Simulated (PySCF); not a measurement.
Mapped SMILES: `[CH3:1][NH:2][SiH2:3][O:4][C:5](=[O:6])/[CH:7]=[CH:8]/[O:9][SiH3:10]`. Hydrogens are named by the atom that carries them.

PySCF 2.14 calculation with σ from GIAO-PBE0/pcSseg-1 and GFN2-xTB geometry; rapidly exchanging positions averaged, one conformer, relativity neglected, gas phase.

Q: List the cross peaks expected in HSQC, COSY and HMBC spectra.

A: 

HSQC (one-bond C–H):
| δH | δC |
| --- | --- |
| 7.92 (H(C8)) | 170.2 (C8) |
| 5.18 (H(C7)) | 105.9 (C7) |
| 2.74 (H(C1)) | 29.1 (C1) |

COSY cross peaks (H two or three bonds apart, from the bond graph; peaks can be absent where the dihedral angle is near 90°):
| δH | δH |
| --- | --- |
| 7.92 (H(C8)) | 5.18 (H(C7)) |

HMBC (two and three bonds, from the bond graph):
| δH | δC |
| --- | --- |
| 7.92 (H(C8)) | 173.1 (C5), 105.9 (C7) |
| 5.18 (H(C7)) | 173.1 (C5), 170.2 (C8) |
| 5.13 (H(Si3)) | 173.1 (C5), 29.1 (C1) |
| 5.00 (H(Si10)) | 170.2 (C8) |

Referencing at the same level of theory: 1H, 13C vs TMS.

Exchangeable OH/NH protons stand at their gas-phase positions; hydrogen bonding in a real sample shifts them, mostly to higher δ. Shifts are as computed. Against solution values, carbons near 30 ppm lie about +3 ppm off and those near 130 ppm about +5 ppm. Of 1309 compounds with measured shifts, 239 miss one by over three times the rms of a fit or turn the order of signals round; such compounds aren't used in these exercises.
